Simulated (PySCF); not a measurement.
Several molecules and their computed UV-vis stick spectra, shuffled. The calculation used TDDFT B3LYP/def2-SVPD, vertical, gas phase, core orbitals frozen in the response in PySCF. Geometries: GFN2-xTB; one conformer of each isolated species. Triplets are in the Tamm–Dancoff approximation.

A. `C=[P@@](C)(P)CC`
B. `CN1N=C([SiH3])C(C#N)=N1`
C. `C(C(F)(F)F)OC`

Lowest singlet levels (six at most, fewer where fewer were computed) with oscillator strengths:

1. 7.29 eV (f 0.015); 8.02 eV (f 0.019); 8.21 eV (f 0.007); 8.53 eV (f 0.035); 8.74 eV (f 0.009); 8.74 eV (f 0.010); T1 7.10 eV
2. 4.24 eV (f 0.032); 4.49 eV (f 0.316); 4.55 eV (f 0.005); 5.02 eV (f 0.010); 5.21 eV (f 0.033); 5.60 eV (f 0.042); T1 3.04 eV
3. 5.83 eV (f 0.191); 5.93 eV (f 0.000); 6.25 eV (f 0.072); 6.33 eV (f 0.001); 6.58 eV (f 0.006); 6.67 eV (f 0.000); T1 4.35 eV

Question: Which spectrum belongs to which structure?

Answer: 1 = C, 2 = A, 3 = B.
- A: S1 at 4.24 eV, HOMO→LUMO+1 (57%), HOMO→LUMO (40%); Löwdin shares by element: HOMO carbon 49% or more, phosphorus 32%, hydrogen 6% or more; LUMO phosphorus 62%, carbon 14% or more, hydrogen 6% or more (atoms not listed hold the other 19%); HOMO -5.00 and LUMO -0.33 eV.
- B: S1 at 5.83 eV, HOMO→LUMO (88%); Löwdin shares by element: HOMO carbon 35% or more, nitrogen 34% or more (atoms not listed hold the other 30%); LUMO nitrogen 58% or more, carbon 15% or more (atoms not listed hold the other 27%); HOMO -7.90 and LUMO -1.59 eV.
- C: S1 at 7.29 eV, HOMO→LUMO (95%); Löwdin shares by element: HOMO oxygen 59%, carbon 18% or more, hydrogen 6% or more (atoms not listed hold the other 17%); LUMO carbon 45%, hydrogen 10% or more (atoms not listed hold the other 45%); HOMO -8.04 and LUMO 0.28 eV.
